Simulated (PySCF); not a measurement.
**Which functional comes closest?**

Molecule: `CNc1cccnc1`, C₆H₈N₂.

Mapped SMILES: `[CH3:1][NH:2][c:3]1[cH:4][cH:5][cH:6][n:7][cH:8]1`; H(Xn) means a hydrogen on atom n.

Geometry PBE0-D3(BJ)/def2-SVP throughout; GIAO in PySCF 2.14.0 with density-fitted response routines, gas phase, one conformer, non-relativistic; equivalent atoms averaged; basis pcSseg-1.

Reference values (estimated from measurements, as parent shift plus tabulated substituent increments; solution, not stated per compound (mostly CDCl3 or CCl4); Pretsch, Buehlmann, Badertscher, Structure Determination of Organic Compounds, 4th ed. (2009)): δ(C8) = 136.2 ppm, δ(C3) = 146.8 ppm, δ(C4) = 117.7 ppm, δ(C5) = 124.3 ppm, δ(C6) = 137.9 ppm. Computed shifts are taken against TMS, calculated as an isolated molecule at each level.

How do the functionals HF, LDA, PBE, PBE0, mPW1PW91, CAM-B3LYP, wB97X-D, LC-wPBE perform against the reference? Times are CPU seconds on shared hosts with different chips, so compare them loosely; the GGAs took longer than the global hybrids here, which isn't the general rule, and the cause wasn't traced.

Results:


```tsv
functional	kind	C8	C3	C4	C5	C6	mean abs. error C	core-s
HF	Hartree–Fock	143.1	151.2	120.9	131.2	145.0	5.7	9.7
LDA	LDA	143.4	149.1	117.3	131.1	145.5	4.9	22
PBE	GGA	137.9	143.8	113.0	125.9	140.1	2.6	29
PBE0	global hybrid	140.3	147.2	116.3	128.7	142.7	3.0	21
mPW1PW91	global hybrid	140.3	147.3	116.5	128.7	142.8	3.0	20
CAM-B3LYP	range-separated hybrid	143.6	152.6	119.8	132.7	146.1	6.4	30
wB97X-D	range-separated hybrid	141.2	149.5	117.6	130.1	143.9	3.9	26
LC-wPBE	range-separated hybrid	145.1	153.4	122.2	134.7	147.6	8.0	30
```

For 13C the closest is PBE (2.6 ppm) and the furthest LC-wPBE (8.0 ppm). One molecule is a small sample, and vibrational and solvent effects are absent from the calculation.
